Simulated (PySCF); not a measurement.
**Mn: interval between two levels**

Mn [Ar] 3d5 4s2 [6S5/2, M_J = 5/2] → Mn [Ar] 3d7 [4F9/2, M_J = 9/2], as a difference of total energies. Calculation: PySCF 2.14, in x2c-TZVPall-2c (6s7p4d1f, 54 functions); the two-component X2C-1e Hamiltonian. Correlated levels: [Ne] frozen; the 6 highest virtual spinors dropped. "Screened" scales the spin-orbit matrix elements by Boettger's factors to mimic the two-electron term; Breit and QED terms are absent.

| method | interval between two levels (cm⁻¹) |
| --- | --- |
| GHF (spin-free) | 74190 |
| GMP2 (spin-free) | 45543 |
| GHF (screened spin-orbit) | 73970 |
| GMP2 (screened spin-orbit) | 45027 |

The labels give the starting determinants; with spin-orbit coupling the two ends relaxed to ⟨J²⟩ = 8.77, ⟨L²⟩ = 0.00, ⟨S²⟩ = 8.77 and ⟨J²⟩ = 25.02, ⟨L²⟩ = 12.04, ⟨S²⟩ = 3.97.
